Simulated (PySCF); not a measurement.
## Zn (zinc, neutral): UHF calculation

Configuration: [Ar] 3d10 4s1 4p1, high-spin 3P determinant (an excited configuration). Computed with PySCF 2.14 in aug-cc-pVTZ-PP with one added diffuse shell each of s, p, d, f, g type with ECP10MDF (7s7p6d4f3g, 113 functions), with a scalar-relativistic core potential.

```
Total energy                                                  : -225.863217 hartree
One-electron energy                                           : -406.9684 hartree
Hartree (Coulomb) energy                                      : 201.0017 hartree
Exchange energy                                               : -19.8965 hartree
⟨S²⟩                                                          : 2.0023
⟨L²⟩                                                          : 2.029
Sum of ⟨r⟩                                                    : 20.95 bohr
Sum of ⟨r²⟩                                                   : 39.98 bohr²
Traceless quadrupole moment −½Σ⟨3z² − r²⟩ along its main axis : -7.23 e·bohr²
```

```tsv
shell	electrons	mean orbital energy (eV)	spread (eV)	rms radius, mean of both spins (bohr)
3s α	1	-161.41	0	0.734
3s β	1	-161.26	0	0.734
3p β	3	-108.93	0.183	0.777
3p α	3	-108.90	0.050	0.777
3d α	5	-22.554	0.199	1.00
3d β	5	-22.549	0.243	1.00
4s α	1	-10.992	0	2.96
4p α	1	-5.277	0	4.06
```

Energies and moments cover only the electrons outside the core potential.
